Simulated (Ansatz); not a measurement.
SbH$_{5}$O, closed shell: a pair in one relaxed arrangement.

Input (in.yaml):

```yaml
crystal:
  periodic: [false, false, false]
  atoms:
    - {symbol: O, position_ang: [0.539978, -0.020384, -1.749840]}
    - {symbol: H, position_ang: [0.293602, 0.871743, -2.005560]}
    - {symbol: H, position_ang: [0.133446, -0.594926, -2.402841]}
    - {symbol: Sb, position_ang: [-0.250350, -0.716466, 1.230567]}
    - {symbol: H, position_ang: [1.127669, 0.283406, 1.288846]}
    - {symbol: H, position_ang: [-0.592677, -0.405124, 2.884703]}
    - {symbol: H, position_ang: [-1.251768, 0.581651, 0.754127]}
basis:
  gaussian: {orbitals: def2-SVP}
hamiltonian: {xc: pbe, dispersion: d4}
```

Command:

```bash
ansatz run in.yaml --threads 2 --pin off --events-out ev --progress --plain --max-ram 5222MiB
```

Output of Ansatz 0.2.0:

```
Functional definition: PBE
  name "PBE"
  cite "Perdew, Burke & Ernzerhof, Phys. Rev. Lett. 77, 3865 (1996) doi:10.1103/PhysRevLett.77.3865"
  parent pbe
  parameter kappa = 0.804
  parameter beta = 0.06672455060314922
  exchange = pbe_x(kappa = kappa, mu = beta*pi^2/3)
  correlation = pbe_c(beta = beta)
749 factors; their error is unknown
mean field evaluation 1: about -8656.1183 eV, gradient 5.2e1 eV
mean field evaluation 2: about -8640.1787 eV, gradient 1.0e2 eV
mean field evaluation 4: about -8660.8770 eV, gradient 3.6e0 eV
mean field evaluation 8: about -8660.9346 eV, gradient 2.2e-2 eV
mean field evaluation 16: about -8660.9218 eV, gradient 3.3e-5 eV
mean field -8660.92183776 eV, -318.2830069539 hartree, gradient 3.3e-5 eV, S^2 0.000000; 0 other end points of the search recorded, 0 dependent functions left out
reference -8660.92187117 eV, -318.2830081817 hartree; 18, 18 occupied and 47, 47 virtual orbitals, 749 factors
Total energy: -8661.00584655 eV, -318.2860942202 hartree
```

The lines “mean field evaluation” count trial sets of orbitals through the whole run, from several starts and some on an approximate energy, so they need not fall steadily or lie above the final value.

Hardware: 2 CPU threads of an Intel Xeon, shared host. Wall time about 0.55 s.
